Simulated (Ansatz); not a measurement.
A nudged elastic band was laid between two geometries of a periodic cell of 13 atoms, Zn12Au (surface Zn(0001), adsorbate Au).

The calculation used DFT PBE-D3(BJ), scalar-relativistic, plane waves, PAW (Ansatz). Settings: cutoff 420 eV, k mesh 5x5x1, gaussian smearing 0.1 eV, no spin polarisation.

```yaml
movable_images: 7
climbing_image: yes
spring: 5.0 eV/Å²
optimiser: lbfgs
start_path: IDPP
force_threshold: 0.03 eV/Å
iteration_limit: 72
end_points: relaxed
atoms_held: 1 to 4
```

Image 0:

```xyz
13
Lattice="5.3200 0.0000 0.0000 2.6600 4.6073 0.0000 0.0000 0.0000 16.9370" Properties=species:S:1:pos:R:3
Zn 0.000 0.000 1.000
Zn 2.660 0.000 1.000
Zn 1.330 2.304 1.000
Zn 3.990 2.304 1.000
Zn 0.000 1.542 3.398
Zn 2.660 1.535 3.276
Zn 1.323 3.834 3.399
Zn 3.998 3.834 3.399
Zn 0.001 -0.002 5.652
Zn 2.661 0.063 5.703
Zn 1.387 2.269 5.696
Zn 3.934 2.269 5.698
Au 5.322 3.062 7.692
```

Image 8:

Only the atoms that move by more than 0.05 Å are listed.
```
Zn6 2.668 1.531 3.399
Zn8 3.990 3.838 3.276
Zn9 0.057 -0.035 5.696
Zn10 2.604 -0.035 5.698
Zn11 1.331 2.301 5.652
Zn12 3.991 2.366 5.703
Au13 6.652 5.366 7.692
```

**Question.** Which bonds break or form, and what moves?

**Answer.** Contacts lost: Zn11–Au13. Contacts made: Zn9–Au13. The atom that moves furthest is Au13, by 2.66 Å; four of its nearest neighbours are Zn11 2.56, Zn12 2.56, Zn10 2.56, Zn9 3.68 Å at the first end and Zn9 2.56, Zn10 2.56, Zn12 2.56, Zn11 3.68 Å at the last.

**Question.** What energy profile does the band end with?

**Answer.** It converged. The highest image is number 6 of 0 to 8, 0.055 eV above the ends, which have the same energy within 2 meV. The profile has 2 maxima (images 2, 6) with wells between them (image 4): this band takes more than one step, which may be the mechanism or a detour left from its start path. A structure lower than the first end lies on the path between it and the top, so the climb from that side starts below the end, which may itself be a saddle point or a shallow side well. By the program's own check the climbing image is a first-order saddle point (lowest curvatures found: -0.45 and 0.23 eV/Å²). Limits of this set-up: coarse k mesh, thin slab, slab without dipole correction.

| image | path coordinate (Å) | energy (eV) | Zn11–Au13 (Å) | Zn9–Au13 (Å) |
| --- | --- | --- | --- | --- |
| 0 | 0.00 | 0.000 | 2.56 | 3.68 |
| 1 | 0.43 | 0.020 | 2.53 | 3.38 |
| 2 | 0.86 | 0.054 | 2.50 | 2.95 |
| 3 | 1.30 | 0.023 | 2.52 | 2.65 |
| 4 | 1.73 | -0.013 | 2.55 | 2.56 |
| 5 | 2.17 | 0.017 | 2.63 | 2.52 |
| 6 | 2.61 | 0.055 | 2.89 | 2.50 |
| 7 | 3.06 | 0.023 | 3.35 | 2.53 |
| 8 | 3.51 | 0.000 | 3.68 | 2.56 |

**Question.** What is the geometry of the highest image?

**Answer.** 
```xyz
13
Lattice="5.3200 0.0000 0.0000 2.6600 4.6073 0.0000 0.0000 0.0000 16.9370" Properties=species:S:1:pos:R:3
Zn 0.000 0.000 1.000
Zn 2.660 0.000 1.000
Zn 1.330 2.304 1.000
Zn 3.990 2.304 1.000
Zn -0.030 1.563 3.394
Zn 2.647 1.564 3.391
Zn 1.309 3.834 3.400
Zn 3.968 3.839 3.265
Zn 0.066 -0.038 5.549
Zn 2.527 -0.038 5.533
Zn 1.296 2.295 5.843
Zn 3.956 2.252 5.924
Au 6.602 4.600 7.593
```

The run took 38 min on 4 threads of Intel(R) Xeon(R) 6975P-C (Granite Rapids), on a shared host, peak memory 4 GiB.
